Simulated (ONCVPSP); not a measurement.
Before and after: ONCV potential for Ce (Z = 58)

* Element: cerium (Ce)
* Generator: ONCVPSP 4.0.1
* Type: optimised norm-conserving Vanderbilt (ONCV)
* Functional: PBE
* Relativity: scalar-relativistic
* Frozen core: [Kr] 4d10 5s2
* Valence charge: 10
* Reference configuration: 4f1 5p6 5d1 6s1.5 (charge +0.5)
* Partial waves: 6s: rc 3.35 bohr, ncon 3, nbas 7, qcut 1.8 1/bohr, 2 projectors, debl 3 Ha; 5p: rc 1.95 bohr, ncon 4, nbas 7, qcut 3.3 1/bohr, 1 projector; 5d: rc 4.00 bohr, ncon 4, nbas 9, qcut 3.2 1/bohr, 3 projectors, debl 0.9 Ha; 4f: rc 1.05 bohr, ncon 4, nbas 8, qcut 19.1 1/bohr, 2 projectors, debl 3.5 Ha
* Local potential: polynomial inside 0.85 bohr (lpopt 5, dvloc0 4 Ha)
* Core correction: Teter function, fcfact 4.5, rcfact 1.7

Change: f: nproj 0; local potential the f channel.

Cutoffs: the cutoffs (Ha) at which the residual kinetic energy of the hardest occupied pseudo-wave falls to 1 and 0.1 mHa per electron; they do not see the model core or the augmentation charge, which bear on the density cutoff. Errors are all-electron minus pseudo energies relative to the spin-unpolarised reference configuration.

How do hardness, ghosts and transferability respond?

The potential gets neither clearly harder nor softer (127 Ha and 143 Ha → 127 Ha and 143 Ha); the bound ghosts move from p, s to d, p, s; the lowest positive-energy flag moves from d at 11.3 eV to s at 69.1 eV; of the 3 tests that both files solve, the error grows in 0 and shrinks in 2 by more than 15 % and 0.3 meV (median size 2.7 → 2.2 meV); the range in which the d phases agree widens (upper end 0.4 → 3.9). In the separable form a ghost depends on how the local part lies against the semilocal potential of the channel, so the choice of the local part can create or remove one.

```csv
quantity,base,changed
"cutoff, loose",127 Ha,127 Ha
"cutoff, tight",143 Ha,143 Ha
bound ghosts,"s, p","s, p, d"
GHOST(+) flags under 300 eV,"d at 11.3 eV, s at 95.0 eV",s at 69.1 eV
"tests counted as reliable (solved cleanly; for ONCVPSP, near-neutral configurations with less than one 5d electron left out)",3 of 4,3 of 4
"error for 4f1 5p6 5d1 6s2, meV [ΔE -2.44 eV]",-0.5,0.0
"error for 4f1 5p6 5d1 6s1, meV [ΔE 3.63 eV]",-2.7,-2.2
"error for 4f1 5p6 5d1 6s0, meV [ΔE 14.71 eV]",-37,-37
s: phases at 3.40 bohr within 0.05 rad from the reference energy up to (Ha; the scan ends near 5),1.2,0.8
p: phases at 1.99 bohr within 0.05 rad from the reference energy up to (Ha; the scan ends near 5),1.5,0.6
d: phases at 4.07 bohr within 0.05 rad from the reference energy up to (Ha; the scan ends near 5),0.4,3.9
f: phases at 1.07 bohr within 0.05 rad from the reference energy up to (Ha; the scan ends near 5),to the end of the scan,4.2
"rms error of d²Exc/dni dnj with the model core, mHa",7.38,7.37
```

 A true bound ghost makes a file unfit for plane-wave use even where its test errors are small: the radial tests pick states by their node count and pass the ghost by.
